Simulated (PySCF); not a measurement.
CH₅NTe. Atoms are numbered in the order given.

```xyz
8

Te     0.3730     0.0523     0.0000
C     -0.9006    -1.7233     0.0000
H     -1.5243    -1.7386    -0.9035
H     -1.5243    -1.7386     0.9035
H     -0.2342    -2.5989     0.0000
N     -1.0584     1.5382     0.0000
H     -1.6515     1.4650     0.8272
H     -1.6515     1.4650    -0.8272
```
Charge 0, spin multiplicity 1.

Geometry optimised at B3LYP-D3(BJ)/def2-SVP. The def2 effective core potentials stand for the cores of Te; spin–orbit coupling is left out. Other conformers were not sampled.

Level of theory: ωB97X/def2-TZVPD in PySCF.

Mulliken values depend strongly on the basis, most of all with diffuse functions as here. ESP charges are fitted to the potential on shells at 1.4 to 2.0 van der Waals radii. Atomic charges (e):

```json
[
 {"atom": "Te1", "ESP fit": "0.14", "Mulliken": "0.34"},
 {"atom": "C2", "ESP fit": "(withheld)", "Mulliken": "-0.87"},
 {"atom": "H3", "ESP fit": "0.23", "Mulliken": "0.25"},
 {"atom": "H4", "ESP fit": "0.23", "Mulliken": "0.25"},
 {"atom": "H5", "ESP fit": "0.26", "Mulliken": "0.24"},
 {"atom": "N6", "ESP fit": "(withheld)", "Mulliken": "-0.70"},
 {"atom": "H7", "ESP fit": "(withheld)", "Mulliken": "0.24"},
 {"atom": "H8", "ESP fit": "(withheld)", "Mulliken": "0.24"}
]
```

Problem. Fill in the missing entries. (The exact figures need the calculation; the answer reports its results.)

Solution. 
- C2, ESP fit: -0.77
- N6, ESP fit: -0.78
- H7, ESP fit: 0.35
- H8, ESP fit: 0.35
